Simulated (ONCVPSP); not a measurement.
## Building the ONCV potential for Zn (Z = 30) (PBE, non-relativistic).

Input for ONCVPSP 4.0.1:

```
# ATOM AND REFERENCE CONFIGURATION
# atsym  z   nc   nv     iexc    psfile
  Zn 30.00    3    4        4      upf
#
#   n    l    f
    1    0    2.00
    2    0    2.00
    2    1    6.00
    3    0    2.00
    3    1    6.00
    3    2   10.00
    4    0    2.00
#
# PSEUDOPOTENTIAL AND OPTIMIZATION
# lmax
    2
#
#   l,   rc,      ep,       ncon, nbas, qcut
    0    1.30    0.00    4    8    8.10
    1    0.75    0.00    4    8   12.30
    2    1.25    0.00    4    9   14.60
#
# LOCAL POTENTIAL
# lloc, lpopt,  rc(5),   dvloc0
    4    5    0.65    0.00
#
# VANDERBILT-KLEINMAN-BYLANDER PROJECTORs
# l, nproj, debl
    0    2    1.80
    1    2    2.00
    2    2    2.40
#
# MODEL CORE CHARGE
# icmod, fcfact, rcfact
    3    4.00    1.30
#
# LOG DERIVATIVE ANALYSIS
# epsh1, epsh2, depsh
   -6.00    5.00    0.04
#
# OUTPUT GRID
# rlmax, drl
    6.00    0.01
#
# TEST CONFIGURATIONS
# ncnf
    4
# nvcnf
#   n    l    f
    4
    3    0    2.00
    3    1    6.00
    3    2   10.00
    4    0    1.00
#
    4
    3    0    2.00
    3    1    6.00
    3    2   10.00
    4    0    0.00
#
    4
    3    0    2.00
    3    1    6.00
    3    2    9.00
    4    0    0.00
#
    5
    3    0    2.00
    3    1    6.00
    3    2   10.00
    4    0    0.00
    4    1    1.00
#
```

Command:

```bash
oncvpspnr.x < Zn.dat > Zn.out
```

Resulting log (shortened: citation, most of the input echo, consistency checks and plot data are left out):

```
ONCVPSP  (Optimized Norm-Conservinng Vanderbilt PSeudopotential)
scalar-relativistic version 4.0.1

#   n    l    f        energy (Ha)
    1    0    2.00    -3.4563236E+02
    2    0    2.00    -4.1606437E+01
    2    1    6.00    -3.6669733E+01
    3    0    2.00    -4.5946324E+00
    3    1    6.00    -3.0270969E+00
    3    2   10.00    -3.8831549E-01
    4    0    2.00    -2.1408222E-01

Reference configufation results
  iterations    32
  all-electron total energy (Ha)   -1.77918180D+03

Begin loop to  construct optimized pseudo wave functions
and semi-local pseudopoentials for all angular momenta

Calculating optimized projector #   1

 for l=   0

    Fraction of norm inside rc  0.975241
    Optimizing pswf for qcut=   8.11 a_B^-1,  ecut=  32.85 Ha
    Residual kinetic energy error=  8.34D-06 Ha

    Energy error per electron        Cutoff
         Ha          eV             Ha
         0.01000     0.27211       13.82
         0.00100     0.02721       17.53
         0.00010     0.00272       20.58
         0.00001     0.00027       31.62

Calculating optimized projector #   2

 for l=   0

    Fraction of norm inside rc  0.055137
    Optimizing pswf for qcut=   8.11 a_B^-1,  ecut=  32.85 Ha
    Residual kinetic energy error=  2.51D-05 Ha

    Energy error per electron        Cutoff
         Ha          eV             Ha
         0.01000     0.27211        9.63
         0.00100     0.02721       13.65
         0.00010     0.00272       26.38
         0.00001     0.00027       52.29

WARNING wellstate: negative energy specified for n= 4 l=  1
WARNING scattering state with energy  0.25000000
WARNING will be used for the first projector

   Wellstate for l =  1  n =  4
     eigenvalue =   0.2500
     asymptotic potential =   0.7500
     half-point radius =  3.2012

Calculating optimized projector #   1

 for l=   1

    Fraction of norm inside rc  0.605484
    Optimizing pswf for qcut=  12.28 a_B^-1,  ecut=  75.35 Ha
    Residual kinetic energy error=  4.89D-04 Ha

    Energy error per electron        Cutoff
         Ha          eV             Ha
         0.01000     0.27211       36.37
         0.00100     0.02721       59.61
         0.00010     0.00272      282.19
         0.00001     0.00027      368.18

Calculating optimized projector #   2

 for l=   1

    Fraction of norm inside rc  0.033432
    Optimizing pswf for qcut=  12.28 a_B^-1,  ecut=  75.35 Ha
    Residual kinetic energy error=  4.77D-05 Ha

    Energy error per electron        Cutoff
         Ha          eV             Ha
         0.01000     0.27211       27.39
         0.00100     0.02721       37.59
         0.00010     0.00272       62.16
         0.00001     0.00027      137.38

   Wellstate for l =  2  n =  5
     eigenvalue =   2.0117
     asymptotic potential =   2.5117
     half-point radius =  3.5207

Calculating optimized projector #   1

 for l=   2

    Fraction of norm inside rc  0.803272
    Optimizing pswf for qcut=  14.60 a_B^-1,  ecut= 106.56 Ha
    Residual kinetic energy error=  4.84D-07 Ha

    Energy error per electron        Cutoff
         Ha          eV             Ha
         0.01000     0.27211       63.08
         0.00100     0.02721       74.89
         0.00010     0.00272       84.64
         0.00001     0.00027       92.44

Calculating optimized projector #   2

 for l=   2

    Fraction of norm inside rc  0.060712
    Optimizing pswf for qcut=  14.60 a_B^-1,  ecut= 106.56 Ha
    Residual kinetic energy error=  9.17D-08 Ha

    Energy error per electron        Cutoff
         Ha          eV             Ha
         0.01000     0.27211       57.13
         0.00100     0.02721       71.84
         0.00010     0.00272       83.45
         0.00001     0.00027       92.57

Construct Vanderbilt / Kleinmman-Bylander projectors

B matrix Hermiticity error, ll=   0
   1   2    8.4323E-09

  Orthonormal projector coefficients  2.0447E+01  2.5470E+00

B matrix Hermiticity error, ll=   1
   1   2    1.4555E-08

  Orthonormal projector coefficients  1.5063E+01  3.1969E+00

B matrix Hermiticity error, ll=   2
   1   2    3.9607E-09

  Orthonormal projector coefficients -6.6977E+00 -3.9307E+00

Model core correction analysis
  based on d2Exc/dn_idn_j

d2excae - all-electron derivatives

   -4.330152D-02   -4.047349D-02   -2.996796D-02   -1.746782D-03
   -4.047364D-02   -3.923203D-02   -2.973892D-02   -2.051319D-03
   -2.996829D-02   -2.973912D-02   -2.765334D-02   -5.783921D-03
   -1.746646D-03   -2.051063D-03   -5.782717D-03   -3.299394D-02

d2excps - pseudofunction derivatives with no core correction

   -5.770415D-02   -4.150952D-02   -3.090131D-02   -2.797469D-03
   -4.151159D-02   -3.989863D-02   -3.242685D-02   -2.128044D-03
   -3.090190D-02   -3.242699D-02   -2.906872D-02   -5.698808D-03
   -2.798034D-03   -2.127791D-03   -5.697604D-03   -3.305432D-02

rms 2nd derivative error    3.795273E-03

rmatch, rhocmatch    0.3424   82.4677

Teter function model core charge with specified parameters

d2excps - pseudofunction derivatives with core correction

   -4.147161D-02   -3.803234D-02   -3.005380D-02   -1.838182D-03
   -3.803234D-02   -3.837230D-02   -3.187409D-02   -1.931180D-03
   -3.005389D-02   -3.187421D-02   -2.884041D-02   -5.651474D-03
   -1.838041D-03   -1.930919D-03   -5.650269D-03   -3.299759D-02

rms 2nd derivative error    1.290078E-03

Pseudoatom total energy -223.036858

Diagnostic tests using Vanderbilt-Kleinman-Bylander pseudopotentials
  1 or more projectors used as specified by nproj input data

   l    rcore       rmatch      e in        delta e   norm test  slope test

   0   1.3075082   1.3472070  -4.5946324   0.0000002   1.0000002   1.0000003
   0   1.3075082   1.3472070  -0.2140822   0.0000000   1.0000000   1.0000000

   1   0.7541022   0.7769984  -3.0270969   0.0000000   1.0000000   1.0000000
   1   0.7541022   0.7769984   0.2500000  -0.0000000   1.0000000   1.0000000

   2   1.2538875   1.2919582  -0.3883155  -0.0000003   0.9999999   0.9999996
   2   1.2538875   1.2919582   2.0116845  -0.0000000   1.0000000   1.0000000

 Testing for bound ghosts
   n   l    E NL Schr. Eq   E Basis Diag.   E Cutoff

   1   0       -4.594632       -4.594632    154.87
   2   0       -0.214082       -0.100478    154.87

   2   1       -3.027097       -3.021174    531.15

   3   2       -0.388316       -0.385240    282.07

 Testing for highly-localized positive-energy ghosts
       l    <radius>/rc     E Basis Diag.   E Cutoff

Test configuration 0

   n   l     f        eae           eps        diff
   1   0  2.0000 -345.63235703
   2   0  2.0000  -41.60643659
   2   1  6.0000  -36.66973260
   3   0  2.0000   -4.59463243   -4.59463227    1.63D-07
   3   1  6.0000   -3.02709685   -3.02709682    3.17D-08
   3   2 10.0000   -0.38831549   -0.38831575   -2.56D-07
   4   0  2.0000   -0.21408222   -0.21408222    0.00D+00

    Total energies and differences
      AE_ref= -1.77918180D+03  AE_tst= -1.77918180D+03  dif=  0.00D+00
      PS_ref= -2.23036858D+02  PS_tst= -2.23036858D+02  dif= -1.65D-12
      PSP excitation error=  1.65D-12

Test configuration 1

   n   l     f        eae           eps        diff
   1   0  2.0000 -345.98526211
   2   0  2.0000  -41.95236371
   2   1  6.0000  -37.01626034
   3   0  2.0000   -4.94626010   -4.94634820   -8.81D-05
   3   1  6.0000   -3.37908103   -3.37897603    1.05D-04
   3   2 10.0000   -0.73804025   -0.73826063   -2.20D-04
   4   0  1.0000   -0.50369655   -0.50363605    6.05D-05

    Total energies and differences
      AE_ref= -1.77918180D+03  AE_tst= -1.77882652D+03  dif=  3.55D-01
      PS_ref= -2.23036858D+02  PS_tst= -2.22681604D+02  dif=  3.55D-01
      PSP excitation error=  2.74D-05

Test configuration 2

   n   l     f        eae           eps        diff
   1   0  2.0000 -346.39742854
   2   0  2.0000  -42.35364611
   2   1  6.0000  -37.41847293
   3   0  2.0000   -5.35480239   -5.35531164   -5.09D-04
   3   1  6.0000   -3.78781179   -3.78768454    1.27D-04
   3   2 10.0000   -1.14220848   -1.14281516   -6.07D-04

    Total energies and differences
      AE_ref= -1.77918180D+03  AE_tst= -1.77816202D+03  dif=  1.02D+00
      PS_ref= -2.23036858D+02  PS_tst= -2.22017212D+02  dif=  1.02D+00
      PSP excitation error=  1.36D-04

Test configuration 3

   n   l     f        eae           eps        diff
   1   0  2.0000 -347.19362029
   2   0  2.0000  -43.16966629
   2   1  6.0000  -38.23252574
   3   0  2.0000   -6.12722389   -6.13046925   -3.25D-03
   3   1  6.0000   -4.55353505   -4.55423680   -7.02D-04
   3   2  9.0000   -1.87648086   -1.87510070    1.38D-03

    Total energies and differences
      AE_ref= -1.77918180D+03  AE_tst= -1.77666182D+03  dif=  2.52D+00
      PS_ref= -2.23036858D+02  PS_tst= -2.20517099D+02  dif=  2.52D+00
      PSP excitation error=  2.18D-04

Test configuration 4

   n   l     f        eae           eps        diff
   1   0  2.0000 -346.05049948
   2   0  2.0000  -42.01389520
   2   1  6.0000  -37.07796733
   3   0  2.0000   -5.01168519   -5.01238344   -6.98D-04
   3   1  6.0000   -3.44450904   -3.44454329   -3.43D-05
   3   2 10.0000   -0.80137123   -0.80177053   -3.99D-04
   4   1  1.0000   -0.31697948   -0.31692701    5.25D-05

    Total energies and differences
      AE_ref= -1.77918180D+03  AE_tst= -1.77860426D+03  dif=  5.78D-01
      PS_ref= -2.23036858D+02  PS_tst= -2.22459359D+02  dif=  5.77D-01
      PSP excitation error=  3.91D-05
```

oncvpspnr.x prints “scalar-relativistic version” in its banner although the run is non-relativistic.

The run took about 4.3 s on one core of a shared server CPU.
